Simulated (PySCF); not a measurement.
Species: Si(OMe)4, C4H12O4Si.
Z-matrix (Å and degrees, PBE0-D3(BJ)/def2-SVP geometry), rows numbered from 1:
```
Si
O   1  1.6415
C   2  1.4023  1  125.81
H   3  1.1041  2  111.41  1   -76.57
H   3  1.1006  2  108.75  1   164.43
H   3  1.1029  2  111.63  1    44.58
O   1  1.6427  2  106.49  3   -40.30
C   7  1.4024  1  125.06  2   168.79
H   8  1.1031  7  111.63  1   -46.85
H   8  1.1006  7  108.78  1  -166.62
H   8  1.1043  7  111.46  1    74.33
O   1  1.6422  2  106.77  3  -164.05
C  12  1.4024  1  125.60  2    42.15
H  13  1.1030 12  111.64  1   -44.44
H  13  1.1007 12  108.78  1  -164.22
H  13  1.1042 12  111.41  1    76.76
O   1  1.6421  2  115.43  3    77.92
C  17  1.4025  1  125.36  2    76.56
H  18  1.1043 17  111.45  1   -74.98
H  18  1.1006 17  108.75  1   165.99
H  18  1.1030 17  111.63  1    46.17
```

The closed-shell ground state was solved at several levels (PySCF, density fitting, gas phase, non-relativistic).

| level | basis functions | HOMO (eV) | LUMO (eV) | gap (eV) | dipole (D) |
| --- | --- | --- | --- | --- | --- |
| PBE0/pcSseg-1 | 220 | -7.99 | 1.32 | 9.31 | 0.11 |
| wB97X-D/def2-SVPD | 292 | -10.03 | 2.09 | 12.12 | 0.10 |

Task: What might KT2/pcSseg-1 (220 basis functions) give for the same quantities?

Result: HOMO -6.52 eV, LUMO 0.15 eV, gap 6.67 eV, dipole 0.10 D.

Task: Over all these levels, which gives the widest orbital gap and which the narrowest?

Result: wB97X-D/def2-SVPD (range-separated hybrid) has the widest, 12.12 eV, and KT2/pcSseg-1 (GGA) the narrowest, 6.67 eV. Functional and basis both differ between the two, so the spread mixes both effects.

Task: How far do the dipole and the HOMO energy spread over the levels?

Result: The dipole runs from 0.10 to 0.11 D (mean 0.10 D) and the HOMO from -10.03 to -6.52 eV.

One conformer stands for the species.
